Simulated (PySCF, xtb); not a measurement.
CH7ClOSi2, SMILES C(O[SiH2]Cl)[SiH3]. The values are those of a single conformer.

Harmonic wavenumbers (cm⁻¹) from GFN2-xTB in xtb at its own minimum, in rising order: 28, 65, 117, 132, 265, 291, 484, 502, 523, 540, 610, 700, 731, 747, 766, 780, 785, 794, 814, 1142, 1216, 1282, 1469, 2263, 2276, 2277, 2290, 2375, 2904, 2935.

Q: What does PBE0-D3(BJ)/def2-SVP run with PySCF give at its own minimum? (The exact figures need the calculation; the answer reports its results.)

A: 26, 78, 124, 168, 234, 318, 492, 540, 568, 639, 733, 742, 793, 861, 898, 921, 937, 946, 959, 1167, 1271, 1297, 1461, 2230, 2238, 2248, 2260, 2306, 3038, 3106. Paired by order, the mean absolute difference is 66 cm⁻¹ and the zero-point energies are 45.9 and 48.0 kcal/mol.
